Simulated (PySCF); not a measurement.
## A search over the determinants of HI

Unrestricted PBE0; basis H cc-pVTZ, I cc-pVTZ-PP with ECP28; scalar-relativistic core potentials; PySCF 2.14. Outer shells of the fragments: H 1s1; I 4d10 5s2 5p5.

Followed along the bond (rough minima from three points):

```
2Ms+1  unpaired  ⟨S²⟩ at the start  R at minimum (Å)  Te (eV)
    1      none               0.00              1.62     0.00
    3  σ ↑, π ↑               2.01  none in the scan   ≤ 4.35
```

Solutions found at the starting distance of 1.630 Å, counted from the lowest of them; the search is not exhaustive and high or unbound solutions are not listed, so other states can lie among these:

| 2Ms+1 | unpaired | term | E (eV) | ⟨S²⟩ | ⟨Lz²⟩ | μ (D) |
| --- | --- | --- | --- | --- | --- | --- |
| 1 | none | ¹Σ⁺ | 0.00 | 0.00 | 0.00 | -0.53 |
| 3 | σ ↑, π ↑ | ³Π | 4.93 | 2.01 | 1.01 | 1.06 |
| 1 | σ ↓, π ↑ | mixed | 5.15 | 1.01 | 1.01 | 1.08 |
| 3 | σ ↑↑ | ³Σ⁺ | 7.25 | 2.00 | 0.00 | 0.03 |

A term symbol is given only where ⟨S²⟩ and ⟨Lz²⟩ are close to those of a pure state; real π, δ and φ orbitals otherwise mix terms. A positive dipole means H(−)I(+).

The measured ground state is X ¹Σ+ (Huber and Herzberg, Constants of Diatomic Molecules (1979)).

Spin–orbit coupling is left out. Counting both spins, an empty level lies below a filled one in some of these solutions, because spin and occupation are held.
